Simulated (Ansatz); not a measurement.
Consider the redistribution: `O[SiH]([SiH3])Cl` + `CO[SiH](O)[GaH2]` → `CO[Si@@H](O)[Si@@H](O)Cl` + `[SiH3][GaH2]`.

Program: Ansatz. Geometries: PBE0-D4/def2-TZVP. ΔE: electronic, gas phase. CCSD(T)/CBS adds triple-zeta CCSD(T) − MP2 to the extrapolated MP2 energy (def2 sets, frozen cores). DFT in def2-TZVPP. For Ga outer-core shells are correlated without core-valence functions, which leaves a few kJ/mol of doubt a bond. Scalar relativity is left out up to krypton. One conformer a species, not always the lowest.

```
                   species  r2SCAN-D4 energy (Eh)
        `O[SiH]([SiH3])Cl`            -1117.45937
        `CO[SiH](O)[GaH2]`            -2407.13362
`CO[Si@@H](O)[Si@@H](O)Cl`            -1307.30430
            `[SiH3][GaH2]`            -2217.28986
```

**Question.** Work out ΔE.

**Answer.** ΔE = (-1307.30430) + (-2217.28986) − (-1117.45937) − (-2407.13362) = -0.00117 Eh = -3.1 kJ/mol. CCSD(T)/CBS gives -1.3 kJ/mol.

Largest T1 diagnostic among the species: 0.013.

In def2-TZVPP, CCSD(T) changes the Hartree–Fock value by +3.3 kJ/mol (the triples alone add +0.5 kJ/mol) and MP2 by +4.3 kJ/mol.
